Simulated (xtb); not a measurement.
hydrogen selenide (H₂Se), singlet, geometry from GFN2-xTB; GFN1-xTB (xtb).

Here is a job for xtb.
```
$ xtb mol.xyz --gfn 1 --opt --json

# file mol.xyz
3

Se    -0.00212195     0.05573074    -0.00140146
H     -0.99156528    -0.98670710     0.01758038
H      1.06371165    -0.90813823     0.03006913
```

**Question.** Predict the main parts of the log of this xtb run.

**Answer.** 
```
   ID    Z sym.   atoms
    1   34 Se     1
    2    1 H      2, 3

           -------------------------------------------------
          |                Calculation Setup                |
           -------------------------------------------------

           -------------------------------------------------
          |                 G F N 1 - x T B                 |
           -------------------------------------------------

          ...................................................
          :                      SETUP                      :
          :.................................................:
          :  # basis functions                  14          :
          :  # atomic orbitals                  13          :
          :  # shells                            7          :
          :  # electrons                         8          :
          :  # halogen bonds                     0          :
          :  max. iterations                   250          :
          :  Hamiltonian                  GFN1-xTB          :
          :  restarted?                      false          :
          :  GBSA solvation                  false          :
          :  PC potential                    false          :
          :  electronic temp.          300.0000000     K    :
          :  accuracy                    1.0000000          :
          :  -> integral cutoff          0.2500000E+02      :
          :  -> integral neglect         0.1000000E-07      :
          :  -> SCF convergence          0.1000000E-05 Eh   :
          :  -> wf. convergence          0.2000000E-04 e    :
          :  Broyden damping             0.4000000          :
          :  net charge                          0          :
          :  unpaired electrons                  0          :
          ...................................................

 iter      E             dE          RMSdq      gap      omega  full diag
   1     -4.4281784 -0.442818E+01  0.145E+00    5.87       0.0  T
   2     -4.4347724 -0.659403E-02  0.670E-01    6.00       1.0  T
   3     -4.4348514 -0.789679E-04  0.496E-01    6.01       1.0  T
   4     -4.4348550 -0.354711E-05  0.951E-03    6.01       6.1  T
   5     -4.4348551 -0.122555E-06  0.209E-04    6.01     276.2  T
   6     -4.4348551 -0.178959E-10  0.480E-05    6.01    1204.1  T
   7     -4.4348551 -0.413891E-11  0.413E-09    6.01  100000.0  T

   *** convergence criteria satisfied after 7 iterations ***

[...]
         :: total energy              -4.420554520115 Eh    ::
 * total energy  :    -4.4205545 Eh     change       -0.3552714E-14 Eh
 * total energy  :    -4.4205433 Eh     change        0.1121437E-04 Eh
 * total energy  :    -4.4205939 Eh     change       -0.5058175E-04 Eh
 * total energy  :    -4.4205939 Eh     change       -0.2206977E-07 Eh
   *** GEOMETRY OPTIMIZATION CONVERGED AFTER 4 ITERATIONS ***
         :: total energy              -4.420593909566 Eh    ::
[...]
      -------------------------------------------------------------
         1        2.0000           -0.8537080             -23.2306
         2        2.0000           -0.4983473             -13.5607
         3        2.0000           -0.4750121             -12.9257
         4        2.0000           -0.3731271             -10.1533 (HOMO)
         5                         -0.1524665              -4.1488 (LUMO)
         6                         -0.1238866              -3.3711
         7                         -0.0705039              -1.9185
         8                         -0.0627452              -1.7074
         9                         -0.0225109              -0.6126
        10                         -0.0225109              -0.6126
        11                         -0.0225109              -0.6126
        12                          0.3415675               9.2945
        13                          0.8646098              23.5272
      -------------------------------------------------------------
                  HL-Gap            0.2206606 Eh            6.0045 eV
             Fermi-level           -0.2627968 Eh           -7.1511 eV

  Mulliken/CM5 charges         n(s)   n(p)   n(d)
     1Se   -0.07882 -0.18352   1.923  4.180 -0.024
     2H     0.03941  0.09176   0.961  0.000  0.000
     3H     0.03941  0.09176   0.961  0.000  0.000

Wiberg/Mayer (AO) data.
largest (>0.10) Wiberg bond orders for each atom

 ---------------------------------------------------------------------------
     #   Z sym  total        # sym  WBO       # sym  WBO       # sym  WBO
 ---------------------------------------------------------------------------
     1  34 Se   2.002 --     2 H    1.001     3 H    1.001
     2   1 H    1.002 --     1 Se   1.001
     3   1 H    1.002 --     1 Se   1.001
 ---------------------------------------------------------------------------

Topologies differ in total number of bonds
Writing topology from bond orders to xtbtopo.mol

 dipole moment from electron density (au)
     X       Y       Z
   0.0066  -0.1739   0.0044  total (Debye):    0.443

optimized geometry written to: xtbopt.xyz

           -------------------------------------------------
          | TOTAL ENERGY               -4.420593909566 Eh   |
          | GRADIENT NORM               0.000085688981 Eh/α |
          | HOMO-LUMO GAP               6.004480418977 eV   |
           -------------------------------------------------
```
